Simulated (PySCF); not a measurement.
Breaking a bond: Ga2, triplet.

Calculation: CCSD(T) on UHF/cc-pVDZ, 18 core orbitals frozen (PySCF).

Q: Relative to R = 2.70 Å, what are the energies at R = 2.17, 3.34, 5.92, 7.32 Å?

A: 53.2 kJ/mol at 2.17 Å, 38.1 kJ/mol at 3.34 Å, 116.4 kJ/mol at 5.92 Å, 118.2 kJ/mol at 7.32 Å.

The unrestricted determinant behind UCCSD(T) is spin-contaminated at 2.17 to 2.29 Å (<S²> up to 2.3, against 2.00 for a pure triplet).
